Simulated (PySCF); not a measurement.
HN, triplet, geometry from GFN2-xTB. Base run: HF/cc-pVDZ (PySCF).

Here is a job for PySCF.
```python
from pyscf import gto, scf

mol = gto.Mole()
mol.atom = '''
    N    -0.000000   -0.000000   -0.127957
    H     0.000000    0.000000    0.895702
'''
mol.basis = 'cc-pvdz'
mol.charge = 0
mol.spin = 2
mol.verbose = 4
mol.build()

mf = scf.UHF(mol)
mf.kernel()
mf.analyze()
```

Variants of this job, named by their change:

```tsv
change	E (Eh)	HOMO (eV)	dipole (D)	<S^2>
base	-54.96650	-13.61	1.66	2.013
functional = mn15	-55.14720	-9.71	1.55	2.005
functional = b3lyp; dispersion = d3bj	-55.22297	-8.84	1.52	2.005
functional = r2scan	-55.19420	-8.05	1.55	2.007
functional = bhandhlyp	-55.20193	-11.06	1.58	2.006
functional = camb3lyp	-55.19622	-10.72	1.56	2.005
functional = b3lyp5	-55.19370	-8.75	1.52	2.005
functional = blyp; dispersion = d3zero	-55.20275	-7.08	1.46	2.004
functional = wb97m_v	-55.19905	-11.49	1.53	2.005
functional = m06	-55.18561	-9.08	1.57	2.006
functional = b97-1	-55.20297	-8.81	1.53	2.006
functional = b3lyp; dispersion = d4	-55.22278	-8.84	1.52	2.005
functional = pbe0	-55.15987	-9.32	1.55	2.005
```

Total energies compare only within one method and basis.

Open shells are given as the SCF converged; they aren't shown to be the lowest states, and a large step between rows can be another state.
